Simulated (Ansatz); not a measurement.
CH6BNOSi (`N=C([SiH3])BO`), relaxed with RKS PBE-D4/def2-SVP in Ansatz 0.2.0 from a rough embedded geometry. The force threshold is 0.03 eV/Å; the program also tests the step.

Charge 0, multiplicity 1.

Start:

```xyz
11

N     0.966   -1.426    0.761
C     0.236   -0.590    0.229
Si    0.407    1.175    0.702
B    -0.861   -1.011   -0.840
O    -1.678   -0.027   -1.517
H     1.703   -1.255    1.468
H     1.213    1.896   -0.229
H    -0.986    1.800    0.769
H     1.003    1.281    2.108
H    -0.862   -2.142   -1.177
H    -1.140    0.298   -2.275
```

```csv
step,energy (eV),largest force (eV/Å),largest move (Å)
1,-13207.4622,5.370,0.000
2,-13207.9070,2.100,0.185
3,-13208.1115,1.742,0.119
4,-13208.3576,1.552,0.200
5,-13208.6413,1.249,0.195
6,-13208.8505,0.379,0.200
7 (rejected),-13208.7572,1.388,0.181
8,-13208.8890,0.224,0.090
9 (rejected),-13208.8846,0.413,0.100
10,-13208.8981,0.069,0.050
11,-13208.9006,0.080,0.050
12,-13208.9012,0.025,0.015
13,-13208.9021,0.063,0.043
14,-13208.9023,0.059,0.026
15,-13208.9026,0.031,0.023
16,-13208.9026,0.012,0.004
```

End:

```xyz
11

N     0.827   -1.574    0.866
C     0.256   -0.582    0.254
Si    0.426    1.259    0.799
B    -0.625   -0.943   -1.013
O    -1.212    0.105   -1.656
H     1.383   -1.235    1.681
H     1.052    2.100   -0.283
H    -0.911    1.855    1.153
H     1.315    1.278    2.019
H    -0.770   -2.093   -1.395
H    -1.741   -0.170   -2.427
```

Hardware: 4 threads of a server CPU on a shared host. Wall time 22 s, peak host memory 0.2 GiB.
